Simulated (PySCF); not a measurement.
# Two-component Hartree-Fock for W²⁹⁺ (tungsten, charge +29)

Start: [Kr] 4d9; 4d3/2 filled at m_j = -3/2, -1/2, +1/2, +3/2; 4d5/2 filled at m_j = -3/2, -1/2, +1/2, +3/2, +5/2. Calculated with PySCF 2.14 in an uncontracted even-tempered set (17 s from 2.6 bohr⁻², ratio 2.8; 14 p from 3.4 bohr⁻², ratio 2.8; 10 d from 3.4 bohr⁻², ratio 2.8; 3 f from 16 bohr⁻², ratio 3): generalised Hartree-Fock with the X2C-1e Hamiltonian and a Gaussian nucleus; spin-orbit coupling (SO) screened by Boettger's factors.

```tsv
spinor shell	electrons	ε, screened SO (eV)	weight of nominal j (screened SO)	rms radius, screened SO (bohr)
1s1/2	2	-70913.7	1.000	0.0208
2s1/2	2	-13242.9	1.000	0.0839
2p1/2	2	-12687.2	1.000	0.0713
2p3/2	4	-11329.2	1.000	0.0788
3s1/2	2	-3909.4	1.000	0.214
3p1/2	2	-3664.9	1.000	0.205
3p3/2	4	-3363.3	1.000	0.220
3d3/2	4	-2957.3	1.000	0.193
3d5/2	6	-2891.1	1.000	0.197
4s1/2	2	-1563.7	1.000	0.449
4p1/2	2	-1457.7	0.999	0.452
4p3/2	4	-1369.8	1.000	0.478
4d3/2	4	-1196.2	0.993	0.475
4d5/2	5	-1178.2	0.995	0.483
```

```csv
quantity,screened SO
E (hartree),-15741.15843
M_J,5/2
⟨J²⟩,8.751
⟨L²⟩,6.083
⟨S²⟩,0.832
```

Each row is a mean over spinors that exchange with the open shell spreads, by up to 14.329 eV (4p3/2).

Breit and QED terms are absent; they matter most for the inner s and p1/2 levels.

Densities and radii are taken from the X2C orbitals without a picture-change correction, which distorts them close to the nucleus.
